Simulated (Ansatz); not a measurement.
Two isomers of C4H6BF: A = `C/C=C1\CB1F`, B = `CB1C=C1CF`.

Program: Ansatz. Geometries: PBE0-D4/def2-TZVP. ΔE: electronic, gas phase. CCSD(T)/CBS is the MP2 limit (def2-TZVPP, def2-QZVPP) plus CCSD(T) − MP2 in def2-TZVPP, frozen cores. Functionals use def2-TZVPP. B3LYP here is the variant with VWN-RPA as its local correlation; programs differ in this. One conformer a species, not always the lowest.

Question: Which is lower in electronic energy at CCSD(T)/CBS, and by how much? (Estimate.)

Answer: Ansatz gave: A, by 73.8 kJ/mol.

Question: Give E(B) − E(A) in kJ/mol with B3LYP, CCSD(T)/def2-TZVPP, ωB97M-V, r2SCAN-D4, B3LYP-D4, PBE0-D4, B2PLYP. (Best estimate.)

Answer: Computed: B3LYP 73.6, CCSD(T)/def2-TZVPP 73.0, ωB97M-V 65.4, r2SCAN-D4 75.8, B3LYP-D4 75.0, PBE0-D4 70.2, B2PLYP 73.3. None reverses the order clearly.

Largest T1 diagnostic: 0.012.

In def2-TZVPP, CCSD(T) changes the Hartree–Fock value by +22.4 kJ/mol (the triples alone add +3.7 kJ/mol) and MP2 by +23.4 kJ/mol. From PBE to PBE0 (25 % exact exchange), in def2-TZVPP and without D4, E(B) − E(A) moves by −8.2 kJ/mol.
